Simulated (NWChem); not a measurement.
# ethylenediamine (C₂H₈N₂); SMILES NCCN

All runs: NWChem. Pople sets run with spherical d functions. Level PBE/6-31G*: optimisations from one semi-empirical or force-field start; each run changes one setting, and all end within 0.3 mHa of each other. One conformer.

```
setting                                             optimisation steps
--------------------------------------------------  ------------------
redundant internal coordinates, default thresholds                  11
loose thresholds                                                     4
no line search                                                      13
trust radius 0.05                                                   12
```
